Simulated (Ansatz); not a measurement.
```yaml
atoms:
  - { symbol: S, position_ang: [0.0223, 0.0012, 0.0782] }
  - { symbol: H, position_ang: [0.5820, 0.2179, -1.1140] }
  - { symbol: H, position_ang: [-1.1148, -0.4702, -0.4371] }
```

Basis set: def2-SVP (spherical functions). Correlated methods keep 5 orbitals frozen. Charge 0, multiplicity 3.

Computed with Ansatz (development build ahead of 0.2.0); each method stands on the lowest determinant of its kind that the runs found.

Question: Give the atomization energy at this shape (free ground-state atoms in the same class of orbitals less the molecule, no zero-point energy) of triplet H2S by UHF-CCSD(T), UHF-MP2, UHF.

Answer:

```tsv
method	atomization energy
UHF-CCSD(T)	24.72 kcal/mol
UHF-MP2	18.68 kcal/mol
UHF	-8.02 kcal/mol
```

Caution: another spin multiplicity may lie lower; the determinant breaks the point group.
